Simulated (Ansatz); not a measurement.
Name a neutral molecule of C, In, O and H with HOMO–LUMO gap (PBE0/def2-TZVPP) between 5.95 and 6.25 eV and size of the dipole moment (PBE/def2-TZVPP) between 2.50 and 2.80 D (Ansatz, PBE0-D4/def2-TZVP geometry).

`C[CH2][InH][OH]` (6.20 eV, 2.62 D). Other molecules can fit too; these were computed, each in one conformer that needn't be the lowest.
